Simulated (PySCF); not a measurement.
# CaTl and its ions

PBE0; Ca def2-SVPD, Tl def2-SVPD with ECP60; scalar-relativistic core potentials (PySCF 2.14). Neutral (UKS): doublet (π ↑), Re = 3.289 Å, ωe = 119 cm⁻¹, De = 0.59 eV, HOMO -3.54 eV, LUMO -2.10 eV.

CaTl⁺ (UKS): singlet (closed shell), Re = 3.681 Å, ωe = 97.8 cm⁻¹. The energies at the minima are -849.80721 hartree for CaTl and -849.63029 for CaTl⁺.

Q: Work out the adiabatic ionisation energy, without and with harmonic zero-point energies (1 hartree = 27.2114 eV, 1 eV = 8065.5 cm⁻¹), and the change of the bond length.

A: At PBE0: 0.17692 hartree = 4.814 eV between the minima; the zero-point term (97.8 − 119.0)/2 cm⁻¹ = -0.001 eV makes it 4.813 eV. Re changes by +39.2 pm against the neutral. The electron leaves a π orbital, and the longer bond of the ion fits a bonding orbital, or a change in how ionic the bond is.

CaTl⁻ (UKS): triplet (π ↑↑), Re = 3.092 Å, ωe = 142 cm⁻¹. The energies at the minima are -849.80721 hartree for CaTl and -849.84176 for CaTl⁻.

Q: Work out the adiabatic electron affinity, without and with harmonic zero-point energies (1 hartree = 27.2114 eV, 1 eV = 8065.5 cm⁻¹), and the change of the bond length.

A: At PBE0: 0.03455 hartree = 0.940 eV between the minima; the zero-point term (119.0 − 142.0)/2 cm⁻¹ = -0.001 eV makes it 0.939 eV. Re changes by -19.7 pm against the neutral. The electron enters a π orbital, and the shorter bond of the ion fits a bonding orbital, or a change in how ionic the bond is.

Closed-shell solutions of metal pairs were not tested for spin polarisation, which can lower them a little. These are scalar-relativistic numbers at best; spin–orbit coupling would shift them, the dissociation energy most. The highest Kohn–Sham level is positive in this anion. Much of that is self-interaction error, but it also means that the finite basis helps to hold the extra electron. States were picked by a PBE0 search and need not be the measured ground states.
